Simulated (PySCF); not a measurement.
**From a computed spectrum to the compound**

A species of 3 atoms with charge 1 has these harmonic modes (PBE0, small Gaussian bases with core potentials, PySCF 2.14.0):

```tsv
cm⁻¹	km/mol	symmetry
82	5.3	a1
391	23.8	a1
393	97.0	b2
```

(1) Which species is it, and in which structure?

Results:

(1) [GdCl2]+ (singlet in the valence; each metal's 4f electrons, 7 of them, lie in its core potential, out of spins and levels):
```xyz
3

Gd    0.0000    0.0000   -0.4224
Cl    1.9614    0.0000    0.9538
Cl   -1.9614    0.0000    0.9538
```
Ideal gas at 298.15 K and 1 bar: S = 327.5 J/(mol K), Cp = 53.9 J/(mol K), H − H(0 K) = 13.6 kJ/mol (rigid rotor, harmonic modes, spin degeneracy alone, that of the 4f electrons in the core included). An lcecp potential fixes the number of 4f electrons, so in runs with it no electron can move into or out of that shell.
 This is one of several that fit.
